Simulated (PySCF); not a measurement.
**Cadmium: a sound run and one with changed settings**

Sound run: Cd [Kr] 4d10 5s2, Cd+ [Kr] 4d10 5s1. Calculation: PySCF 2.14, in def2-SVP with the def2 core potential (28 electrons) (5s3p2d1f, 31 functions); a scalar-relativistic core potential. In the sound run the correlated levels freeze 4s2 4p6 outside the core potential. The sound run starts from symmetry-adapted Hartree-Fock orbitals and uses a fine grid where one is needed.

Changed run: a valence shell is frozen. This setting is unsound on purpose.

| species | method | sound run (hartree) | changed run (hartree) | converged |
| --- | --- | --- | --- | --- |
| Cd | MP2 | -167.12342 | -166.86551 | yes |
| Cd | CCSD(T) | -167.12243 | -166.87496 | yes |

Ionisation energy of Cd:

```csv
method,sound run (eV),changed run (eV)
UHF,7.337,7.337
MP2,8.408,7.851
SCS-MP2,8.420,7.954
CCSD,8.461,8.108
CCSD(T),8.525,8.108
CCSDT,n/a,8.108
FCI,n/a,8.108
```

Freezing a valence shell removes pair correlation that changes on ionisation.

For comparison, NIST gives 8.994 eV between the lowest levels.
